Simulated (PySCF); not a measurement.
Delta-SCF ions had no search for a lower state. Excitations are Tamm–Dancoff values on a coarser integration grid. The basis has no diffuse functions, so Rydberg states are missing or too high.

Z-matrix (Å, degrees):
```
Ga
N 1 1.8238
H 2 1.0073 1 121.55
H 2 1.0073 3 111.65 1 -154.73
S 1 2.2135 2 121.43 3 15.47
H 5 1.3444 1 93.91 2 -1.91
S 1 2.2135 2 121.42 3 -167.88
H 7 1.3444 1 93.91 2 1.86
```
Charge 0, multiplicity 1.

Q: What vertical ionisation energy (Delta-SCF), S1 excitation (TDA) and S1–T1 gap (TDA) does PySCF with TPSSh-D3(BJ)/def2-TZVP // B3LYP-D3(BJ)/def2-TZVP give?

A: 
```yaml
vertical ionisation energy (Delta-SCF): 9.02 eV
S1 excitation (TDA): 5.28 eV
S1–T1 gap (TDA): 0.41 eV
```
